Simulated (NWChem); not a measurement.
System: Si$_{3}$NH$_{8}$, doublet; SMILES [SiH3]N([SiH2])[SiH3]

```xyz
12

Si    -1.6805     0.6732    -0.1199
N     -0.0518    -0.0256    -0.0544
Si     0.1360    -1.7897    -0.0415
Si     1.3512     1.0556     0.0464
H     -2.6365    -0.2755     0.5724
H     -1.6543     2.0016     0.6066
H      1.4201    -2.1544    -0.7323
H     -1.0309    -2.3975    -0.7692
H      0.1688    -2.3407     1.3597
H      1.7086     1.3798     1.4729
H      1.0222     2.3365    -0.6689
H      2.5301     0.3898    -0.6065
```
Atoms are numbered in this order, from 1.

Computed with NWChem. Spin-unrestricted. Coordinates come from a PBE-D3(BJ)/def2-SVP, spin-unrestricted optimisation. No frequency run checked for a minimum. No stability test was run on the SCF state. Solvent water, SMD (1 M gas to 1 M solution), gas-phase geometry. Reactions with the solvent are ignored.

Q: Order these by “dipole in solution (D)”, lowest first: B3LYP/def2-SVP; B3LYP/def2-SVPD; B3LYP/STO-3G.

A: B3LYP/def2-SVP (0.36), B3LYP/def2-SVPD (0.43), B3LYP/STO-3G (0.77)
